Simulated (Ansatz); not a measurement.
C2H6B2O, relaxed with RKS PBE-D4/def2-SVP in the Gaussian-basis code of Ansatz from a rough embedded geometry. The force threshold is 0.03 eV/Å; the program also tests the step.

The species carries charge 0 and has multiplicity 1. The bonds changed during the relaxation, so this is another structure than the one it started from.

Start:

```xyz
11

B    -0.489    0.872   -1.252
C    -0.736    0.221    0.104
C     0.295    0.483    1.083
B     0.351   -0.962    0.485
O     0.824   -2.340    0.253
H    -0.762    2.041   -1.477
H    -0.365    0.214   -2.250
H    -1.727    0.077    0.508
H     1.177    1.136    0.825
H    -0.040    0.481    2.184
H     1.473   -2.222   -0.464
```

(1) By how much does the energy fall, and how many steps does the optimiser take? (Estimate.)

(2) Which bonds change most? (An estimate is asked.)

(3) Give the relaxed structure. (Estimate.)

Answers

(1) Computed: 2.64 eV, in 24 steps, 1 of them rejected.

(2) The calculation gave: B1–B4 from 2.663 to 1.776 Å; B1–H6 from 1.221 to 1.324 Å; B4–O5 from 1.475 to 1.380 Å; C2–C3 from 1.446 to 1.524 Å.

(3) Ansatz gave: 
```xyz
11

B    -0.683    0.544   -1.191
C    -0.989    0.435    0.242
C     0.265    0.466    1.107
B     0.463   -0.379   -0.197
O     0.934   -1.642   -0.494
H     0.637    0.541   -1.282
H    -1.250    0.518   -2.255
H    -1.950    0.073    0.643
H     0.743    1.453    1.230
H     0.208   -0.088    2.062
H     1.622   -1.920    0.136
```
